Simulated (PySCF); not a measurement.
**UHF on Tc (technetium, neutral)**

Configuration: [Kr] 4d6 5s1, high-spin 6D determinant (an excited configuration). Calculation: PySCF 2.14, in aug-cc-pwCVDZ-PP with ECP28MDF; scalar relativity through the core potential.

```json
{
 "Total energy": "-79.819701 hartree",
 "One-electron energy": "-139.1571 hartree",
 "Hartree (Coulomb) energy": "67.7391 hartree",
 "Exchange energy": "-8.4016 hartree",
 "⟨S²⟩": "8.7550",
 "⟨L²⟩": "6.033",
 "Sum of ⟨r⟩": "23.76 bohr",
 "Sum of ⟨r²⟩": "50.89 bohr²",
 "Traceless quadrupole moment −½Σ⟨3z² − r²⟩ along its main axis": "1.13 e·bohr²"
}
```

| shell | electrons | mean orbital energy (hartree) | spread (hartree) | rms radius, mean of both spins (bohr) |
| --- | --- | --- | --- | --- |
| 4s α | 1 | -3.28151 | 0 | 1.15 |
| 4s β | 1 | -3.06061 | 0 | 1.15 |
| 4p α | 3 | -2.09286 | 0.05095 | 1.28 |
| 4p β | 3 | -1.81130 | 0.03633 | 1.28 |
| 4d α | 5 | -0.38818 | 0.05943 | 1.97 |
| 4d β | 1 | -0.24842 | 0 | 1.97 |
| 5s α | 1 | -0.23835 | 0 | 3.88 |

Energies and moments cover only the electrons outside the core potential.
